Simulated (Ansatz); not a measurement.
A CCSD(T) single point on C$_{3}$H$_{6}$AlI (`I[CH2][Al]1[CH2][CH2]1`).

```yaml
crystal:
  periodic: [false, false, false]
  atoms:
    - {symbol: I, position_ang: [-2.002959, 1.933668, -1.111317]}
    - {symbol: C, position_ang: [-0.189239, 2.227752, 0.083438]}
    - {symbol: Al, position_ang: [0.043190, 0.298845, 0.054039]}
    - {symbol: C, position_ang: [-0.096926, -1.463858, 0.751955]}
    - {symbol: C, position_ang: [0.763288, -1.340035, -0.586080]}
    - {symbol: H, position_ang: [-0.521360, 2.732171, 0.987080]}
    - {symbol: H, position_ang: [0.447494, 2.871367, -0.517972]}
    - {symbol: H, position_ang: [0.469940, -1.795024, 1.620632]}
    - {symbol: H, position_ang: [-1.003551, -2.057066, 0.649108]}
    - {symbol: H, position_ang: [0.341487, -1.864653, -1.441228]}
    - {symbol: H, position_ang: [1.814136, -1.600269, -0.469054]}
basis:
  gaussian: {orbitals: def2-TZVPP}
correlation: {method: ccsd_t}
```

```sh
$ ansatz run in.yaml --threads 4 --pin off --events-out ev --progress --plain --max-ram 10444MiB
```

The program prints (abridged):

```
Functional definition: HF
1754 factors; integrals over basis functions are off by at most 1.1e-3 eV
mean field evaluation 1: about -17836.8104 eV, gradient 4.0e1 eV
mean field evaluation 2: about -17836.9824 eV, gradient 4.0e1 eV
mean field evaluation 4: about -17841.3204 eV, gradient 3.8e0 eV
mean field evaluation 8: about -17841.3941 eV, gradient 2.8e-1 eV
mean field -17841.39457228 eV, -655.6591571997 hartree, gradient 3.2e-6 eV, S^2 0.000000; 0 other end points of the search recorded, 0 dependent functions left out
12 core orbitals not correlated: weight in the atoms' cores, before any rotation towards them, 1.000 or more for the frozen orbitals, at most 0.000 for the correlated occupied ones
reference -17841.39457228 eV, -655.6591571997 hartree; 19, 19 occupied and 238, 238 virtual orbitals, 1754 factors
second order -29.70108522 eV of doubles, -0.00000000 eV of singles
cycle   1  -29.00095166 eV  change    7.0e-1 eV  update   1.1e-1
cycle   2  -29.73271731 eV  change   -7.3e-1 eV  update   3.2e-2
cycle   3  -29.83846524 eV  change   -1.1e-1 eV  update   1.5e-2
cycle   4  -29.81829100 eV  change    2.0e-2 eV  update   3.8e-3
cycle   5  -29.81999359 eV  change   -1.7e-3 eV  update   1.9e-3
cycle   6  -29.82113284 eV  change   -1.1e-3 eV  update   5.4e-4
cycle   7  -29.82078250 eV  change    3.5e-4 eV  update   2.6e-4
cycle   8  -29.82067443 eV  change    1.1e-4 eV  update   8.2e-5
cycle   9  -29.82072693 eV  change   -5.2e-5 eV  update   3.1e-5
cycle  10  -29.82072658 eV  change    3.6e-7 eV  update   9.0e-6
perturbative correction -1.08118381 eV, -0.0397327722 hartree
Total energy: -17872.29648267 eV, -656.7947814603 hartree
```

It took 4.4 min on 4 threads of an Arm Neoverse V2 on a shared host, with 7.4 GiB of host memory at the peak.

The correlation energy is -30.902 eV, 3.5 % of it from (T); the T1 diagnostic reads 0.0103.
